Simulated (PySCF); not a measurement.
# Interval between two levels of Ga+ by level of theory

Ga+ [Ar] 3d10 4s2 → Ga+ [Ar] 3d9 4s2 4p1 [3F4, M_J = 4], as a difference of total energies. All numbers are calculated (PySCF 2.14, the two-component X2C-1e Hamiltonian, in x2c-TZVPall-2c). Correlated levels: [Ne] frozen. "Screened" scales the spin-orbit matrix elements by Boettger's factors to mimic the two-electron term; Breit and QED terms are absent.

```
                    method  interval between two levels (cm⁻¹)
           GHF (spin-free)                              156560
          GMP2 (spin-free)                              171410
 GHF (screened spin-orbit)                              155620
GMP2 (screened spin-orbit)                              170480
```

The labels give the starting determinants; with spin-orbit coupling the two ends relaxed to ⟨J²⟩ = 0.00, ⟨L²⟩ = 0.00, ⟨S²⟩ = 0.00 and ⟨J²⟩ = 20.02, ⟨L²⟩ = 12.01, ⟨S²⟩ = 2.01.
